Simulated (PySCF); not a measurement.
# Pb⁶⁶⁺: ionisation energy

Pb⁶⁶⁺ [Ne] 3s2 3p4 (3P) → Pb⁶⁷⁺ [Ne] 3s2 3p3 (4S), as a difference of total energies. Computed with PySCF 2.14 in an uncontracted even-tempered set (16 s from 19 bohr⁻², ratio 2.5; 10 p from 25 bohr⁻², ratio 2.5; 4 d from 100 bohr⁻², ratio 2.7; 4 f from 150 bohr⁻², ratio 2.7), with no relativity, point nucleus. Correlated levels: outer shells: 1s2 frozen; virtual orbitals above 40 to 60 times the deepest correlated orbital energy dropped. The calculations carry no spin-orbit coupling.

```csv
method,ionisation energy (eV)
UHF,7475.8
MP2 (outer shells),7476.8
SCS-MP2 (outer shells),7476.7
CCSD (outer shells),7476.7
CCSD(T) (outer shells),7476.7
```

Spin-orbit coupling is strong in these open shells (close to jj coupling). The scalar numbers leave it out and a first-order estimate fails, so it can dominate the gap to the real levels.

The ground level that NIST lists for one species does not belong to the high-spin term computed here, so part of any gap is the choice of state.

The gap to the reference is mostly relativistic.

For comparison: 7650 ± 40 eV (theoretical estimate listed by NIST; NIST Atomic Spectra Database, ionization energies).
